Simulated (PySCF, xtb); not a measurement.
ClH2NSn, SMILES [NH2][Sn][Cl] (connectivity only; charge and spin as stated), neutral, multiplicity 1.

GFN2-xTB in xtb 6.7.1 at its own geometry gives an orbital gap of 3.68 eV and a dipole moment of 4.80 D.

Geometry: B3LYP-D3(BJ)/def2-TZVP. The def2 effective core potentials stand for the cores of Sn; spin–orbit coupling is left out. Other conformers were not sampled.

Q: What does M06-2X/def2-TZVPD (PySCF) give? (An estimate is asked for; the answer gives what the named calculation found.)

A: gap 7.20 eV (levels -8.64 and -1.44 eV), dipole 3.33 D.
